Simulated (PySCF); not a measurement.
## Stationary points of [InH2]-

These are results of PySCF, PBE0, basis In def2-TZVPD with ECP28, H def2-TZVPD (scalar-relativistic core potentials, no spin–orbit coupling, density fitting), not measurements.

Relaxations began from a few typed shapes. The search is not exhaustive: other isomers or separated fragments can lie lower, and high-lying points may rest on an excited occupation.

```
   spin  group              bonds         angles  imaginary modes (cm⁻¹)  ΔE (kJ/mol)  ΔE with ZPE (kJ/mol)
singlet    C2v  In–H 1.886 Å (×2)   H–In–H 92.7°                    none          0.0                   0.0
singlet    D∞h  In–H 1.668 Å (×2)  H–In–H 180.0°                   1195i        198.9                     –
```

The lowest minimum found is the singlet C2v: In–H 1.886 Å (×2); H–In–H 92.7°.

For the lowest minimum: the highest occupied level lies above zero, a sign of self-interaction error or too small a basis; response properties are unreliable. The lowest empty level of this anion is unbound, so it and the gap depend on the basis.

The electron or spin density has lower symmetry than the nuclear frame for the singlet D∞h at 198.9 kJ/mol.
